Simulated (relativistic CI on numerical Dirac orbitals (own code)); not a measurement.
Tb XXIV: q coefficients and field-shift factors

Computed by Dirac-Coulomb-Breit CI, separate exchange-only KLI orbitals for each configuration, derivatives by finite differences, unscaled Slater integrals, QED left out (own radial code, finite nucleus).

Configurations in the expansion (outside the closed core [Ar] 3d10): 4s²4p⁶4d⁶, 4s²4p⁵4d⁷, 4s²4p⁴4d⁸, 4s4p⁶4d⁷, 4p⁶4d⁸, 4s²4p⁶4d⁵5s, 4s²4p⁶4d⁵5p, 4s4p⁵4d⁸. Levels of other configurations are missing.

With x = (α/α₀)² − 1 an excitation energy changes as ω = ω₀ + qx; K = 2q/ω₀ is the relative enhancement. Terms are leading LS components, so labels can repeat. The field-shift factor is F = δν/δ⟨r²⟩ for the transition from the lowest level.

Lowest level 4s²4p⁶4d⁶ ⁵D4.

```
        Level  ω₀ (cm⁻¹)  q (cm⁻¹)        K  F (GHz/fm²)
4s²4p⁶4d⁶ ³P2    16567.8    -724.3  -0.0874       -0.307
4s²4p⁶4d⁶ ⁵D0    43033.2     21880     1.02        0.409
4s²4p⁶4d⁶ ⁵D3    45707.4     60290     2.64         1.09
4s²4p⁶4d⁶ ⁵D1    55425.7     61600     2.22         1.04
4s²4p⁶4d⁶ ⁵D4    62296.9     43780     1.41        0.921
4s²4p⁶4d⁶ ³G5    82200.8     50990     1.24         1.11
4s²4p⁶4d⁶ ³H6    84311.1     52090     1.24         1.22
4s²4p⁶4d⁶ ³F2    91733.9     55810     1.22        0.702
4s²4p⁶4d⁶ ³F3    94882.4     57580     1.21         1.05
4s²4p⁶4d⁶ ⁵D2   106605.6    101600     1.91         1.67
4s²4p⁶4d⁶ ³D1   121750.0     66390     1.09         1.23
4s²4p⁶4d⁶ ⁵D0   122511.3     87480     1.43         1.66
4s²4p⁶4d⁶ ³G4   122784.3     70870     1.15         1.52
```

At this charge energies of transitions that change n are usually good to better than 1 %, and those within a shell (Δn = 0) to a few per cent. Terms inside the open d or f shell come out 10 to 20 % too wide with unscaled integrals.
